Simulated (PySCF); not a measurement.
Diagnose this run.

A core-ionisation job on C3H5FGe, SMILES `C#[C][GeH2][CH2]F`. Level of theory: delta-SCF UKS HF, pcX-2 on the ionised atom, pcseg-1 elsewhere, spin-free X2C (PySCF 2.14.0).

Driver input (Å, PBE0-D3(BJ)/def2-SVP geometry):

```
{"job": {"kind": "xps", "xc": "HF"}, "charge": 0, "multiplicity": 1}
C      2.6306    -0.0889     0.5085
C      1.5491    -0.1957    -0.0378
Ge    -0.1777    -0.3350    -0.8260
C     -1.4655     0.3760     0.4844
F     -2.7380     0.3053    -0.0307
H      3.5881     0.0086     0.9900
H     -0.2182     0.4965    -2.1166
H     -0.4826    -1.8087    -1.1322
H     -1.4127    -0.2047     1.4206
H     -1.2206     1.4255     0.7203
```

Output:

```
ground state, core basis on atom 0 (C), 139 functions
  cycle   1  E = -2308.19545856  |g| = 5.37e-01
  cycle   2  E = -2308.26309332  |g| = 2.84e-01
  cycle   3  E = -2308.27842403  |g| = 6.00e-02
  cycle   4  E = -2308.27961316  |g| = 1.41e-02
  cycle   5  E = -2308.27967041  |g| = 3.95e-03
  cycle   6  E = -2308.27967546  |g| = 1.57e-03
  cycle   7  E = -2308.27967631  |g| = 5.63e-04
  cycle   8  E = -2308.27967643  |g| = 1.16e-04
  E(ground) = -2308.27967643 Eh
hole in C 1s of atom 0
  cycle   1  E = -2297.02511210  |g| = 1.49e+00
  cycle   2  E = -2297.26732105  |g| = 9.66e-01
  cycle   3  E = -2297.57579644  |g| = 2.10e-01
  cycle   4  E = -2297.59517591  |g| = 5.64e-02
  cycle   5  E = -2297.59767344  |g| = 2.78e-02
  cycle   6  E = -2297.59994471  |g| = 2.52e-02
  cycle   7  E = -2297.60277409  |g| = 2.29e-02
  cycle   8  E = -2297.60844466  |g| = 1.65e-02
  cycle   9  E = -2297.60979257  |g| = 5.00e-03
  cycle  10  E = -2297.60977425  |g| = 3.93e-03
  cycle  11  E = -2297.60982958  |g| = 1.02e-03
  cycle  12  E = -2297.60983051  |g| = 7.34e-04
  cycle  13  E = -2297.60983262  |g| = 1.97e-04
  E(ion) = -2297.60983262 Eh   <S^2> = 1.2151   hole on atom = 1.000   binding energy = 290.341 eV
ground state, core basis on atom 1 (C), 139 functions
  cycle   1  E = -2308.28281514  |g| = 2.82e-02
  cycle   2  E = -2308.28289880  |g| = 9.13e-03
  cycle   3  E = -2308.28291288  |g| = 5.86e-03
  cycle   4  E = -2308.28292104  |g| = 3.20e-04
  E(ground) = -2308.28292104 Eh
hole in C 1s of atom 1
  cycle   1  E = -2297.04234590  |g| = 1.49e+00
  cycle   2  E = -2297.24320533  |g| = 1.01e+00
  cycle   3  E = -2297.58783186  |g| = 2.28e-01
  cycle   4  E = -2297.61011808  |g| = 5.06e-02
  cycle   5  E = -2297.61236664  |g| = 2.73e-02
  cycle   6  E = -2297.61470084  |g| = 2.53e-02
  cycle   7  E = -2297.61807650  |g| = 2.34e-02
  cycle   8  E = -2297.62442695  |g| = 1.65e-02
  cycle   9  E = -2297.62553012  |g| = 9.26e-03
  cycle  10  E = -2297.62532457  |g| = 9.23e-03
  cycle  11  E = -2297.62575228  |g| = 9.30e-04
  cycle  12  E = -2297.62575313  |g| = 7.17e-04
  cycle  13  E = -2297.62575492  |g| = 2.18e-04
  E(ion) = -2297.62575492 Eh   <S^2> = 1.2553   hole on atom = 1.000   binding energy = 289.996 eV
ground state, core basis on atom 3 (C), 139 functions
  cycle   1  E = -2308.28295315  |g| = 3.71e-02
  cycle   2  E = -2308.28318712  |g| = 1.03e-02
  cycle   3  E = -2308.28320926  |g| = 5.97e-03
  cycle   4  E = -2308.28321826  |g| = 1.11e-03
  cycle   5  E = -2308.28321875  |g| = 4.75e-04
  E(ground) = -2308.28321875 Eh
hole in C 1s of atom 3
  cycle   1  E = -2296.96475899  |g| = 1.48e+00
  cycle   2  E = -2297.30073596  |g| = 8.34e-01
  cycle   3  E = -2297.51790591  |g| = 1.47e-01
  cycle   4  E = -2297.52559471  |g| = 4.83e-02
  cycle   5  E = -2297.52671547  |g| = 1.85e-02
  cycle   6  E = -2297.52732934  |g| = 1.17e-02
  cycle   7  E = -2297.52766884  |g| = 7.25e-03
  cycle   8  E = -2297.52777622  |g| = 3.29e-03
  cycle   9  E = -2297.52780574  |g| = 1.66e-03
  cycle  10  E = -2297.52781290  |g| = 8.97e-04
  cycle  11  E = -2297.52781535  |g| = 4.64e-04
  E(ion) = -2297.52781535 Eh   <S^2> = 0.7997   hole on atom = 1.000   binding energy = 292.669 eV
ground state, core basis on atom 4 (F), 139 functions
  cycle   1  E = -2308.33147602  |g| = 3.94e-02
  cycle   2  E = -2308.33158489  |g| = 9.15e-03
  cycle   3  E = -2308.33159695  |g| = 4.88e-03
  cycle   4  E = -2308.33160064  |g| = 7.05e-04
  cycle   5  E = -2308.33160093  |g| = 2.12e-04
  E(ground) = -2308.33160093 Eh
hole in F 1s of atom 4
  cycle   1  E = -2282.02099433  |g| = 2.56e+00
  cycle   2  E = -2282.69213926  |g| = 1.17e+00
  cycle   3  E = -2282.91485859  |g| = 8.38e-02
  cycle   4  E = -2282.91678336  |g| = 1.88e-02
  cycle   5  E = -2282.91701852  |g| = 1.00e-02
  cycle   6  E = -2282.91708314  |g| = 4.16e-03
  cycle   7  E = -2282.91709559  |g| = 1.52e-03
  cycle   8  E = -2282.91709783  |g| = 5.70e-04
  cycle   9  E = -2282.91709842  |g| = 2.06e-04
  E(ion) = -2282.91709842 Eh   <S^2> = 0.7617   hole on atom = 1.000   binding energy = 691.564 eV
```

The program numbers atoms from 0.

Problem. Do all binding energies of this run deserve the same trust?

Solution. No. Every hole passed the driver's convergence checks (|g| < 5e-4, core orbital emptied to over 0.9), but ⟨S²⟩ is 1.255 for C1s on atom 1 and 1.215 for C1s on atom 0, against 0.75 for a pure doublet, so the unrestricted ion state holds higher spin components.

Problem. What would you do next?

Solution. Recompute such holes with a restricted open-shell or spin-projected scheme and compare; until then these binding energies are doubtful.
